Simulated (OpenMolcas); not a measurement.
# Ni3+: moving or changing the point charges

Ni3+ among 8 point charges of -1.6 e arranged as a cube (Oh), 1.7 Å from the ion.

* Program: OpenMolcas 26.06
* Method: CASSCF
* Basis: ANO-RCC-VDZP [5s4p2d1f]
* Scalar Hamiltonian: DKH2, point nucleus
* Active space: 7 electrons in 5 orbitals (3d)
* State averaging: 2S+1 = 4 even, 10 roots; 2S+1 = 2 even, 40 roots
* Spin-orbit coupling: RASSI with atomic mean-field integrals over the reference wave functions

Runs around this geometry, states (labels of O, the rotations of Oh). Energies in cm-1 above the lowest state or level, χT in cm3 K/mol.

| R (Å) | q (e) | Ground state | First state of that spin | First gap with spin-orbit (degeneracies) | χT at 300 K | First state of another spin |
| --- | --- | --- | --- | --- | --- | --- |
| 1.7 | -1.28 | 4A2 | 4T2 3944 | 3660 (4, 4) | 2.970 | 2E 23912 |
| 1.55 | -1.6 | 4A2 | 4T2 7378 | 7099 (4, 4) | 2.479 | 2E 24797 |
| 1.7 | -1.6 | 4A2 | 4T2 4957 | 4675 (4, 4) | 2.763 | 2E 24251 |
| 1.83 | -1.6 | 4A2 | 4T2 3586 | 3302 (4, 4) | 3.067 | 2E 23807 |

Taking the first state of the same spin as R^-n, n = -ln(3586 / 7378) / ln(1.83 / 1.55) = 4.3 between the shortest and longest distance.

Scaling the charges by -1.28 / -1.6 = 0.80 scales the first state of the same spin by 3944 / 4957 = 0.80; with fixed orbitals a first-order splitting would follow the charge.

Without dynamic correlation the repulsion within the d shell is too large (B by tens of per cent), so at a given field states of lower spin stand too high. This is an electrostatic model: the charges have no orbitals. No measured value stands beside these numbers.
